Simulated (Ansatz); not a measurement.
`C[O][Sn]([OH])([Cl])[Cl]` and `C[O][Sn]([Cl])([Cl])[SeH]` differ in one atom or group.

Ansatz, PBE0-D4/def2-TZVP geometries, multiplicity 1. Each molecule was computed in one conformer, which needn't be the lowest.

Elements past krypton have def2 core potentials. Scalar relativity is left out up to krypton.

```json
{"property": "size of the dipole moment (PBE/def2-TZVPP) / D", "`C[O][Sn]([OH])([Cl])[Cl]`": "2.15"}
{"property": "HOMO–LUMO gap (B3LYP/def2-TZVPP) / eV", "`C[O][Sn]([OH])([Cl])[Cl]`": "5.69"}
{"property": "LUMO energy (B3LYP/def2-TZVPP) / eV", "`C[O][Sn]([OH])([Cl])[Cl]`": "-2.67"}
{"property": "HOMO–LUMO gap (ωB97M-V/def2-TZVPP) / eV", "`C[O][Sn]([OH])([Cl])[Cl]`": "10.72"}
{"property": "HOMO energy (ωB97M-V/def2-TZVPP) / eV", "`C[O][Sn]([OH])([Cl])[Cl]`": "-11.02"}
{"property": "size of the dipole moment (ωB97M-V/def2-TZVPP) / D", "`C[O][Sn]([OH])([Cl])[Cl]`": "2.11"}
```

Task: What does the change do to each property? (Estimate.)

Result: The calculation gave: 
| property | `C[O][Sn]([Cl])([Cl])[SeH]` | shift |
| --- | --- | --- |
| size of the dipole moment (PBE/def2-TZVPP) / D | 1.53 | -0.62 |
| HOMO–LUMO gap (B3LYP/def2-TZVPP) / eV | 4.87 | -0.82 |
| LUMO energy (B3LYP/def2-TZVPP) / eV | -2.78 | -0.11 |
| HOMO–LUMO gap (ωB97M-V/def2-TZVPP) / eV | 9.56 | -1.16 |
| HOMO energy (ωB97M-V/def2-TZVPP) / eV | -10.09 | 0.93 |
| size of the dipole moment (ωB97M-V/def2-TZVPP) / D | 1.44 | -0.67 |

With PBE0 the HOMO rises by 0.71 eV and the LUMO falls by 0.15 eV, so the gap narrows by about 0.86 eV. PBE moves the HOMO by 0.29 eV and ωB97M-V by 0.93 eV. Dipoles are sizes alone; their direction can turn.

B3LYP here is the variant with VWN-RPA as its local correlation; programs differ in this.

Spin–orbit coupling is left out; it splits and shifts lone-pair levels of the heavy atoms by tenths of an eV.
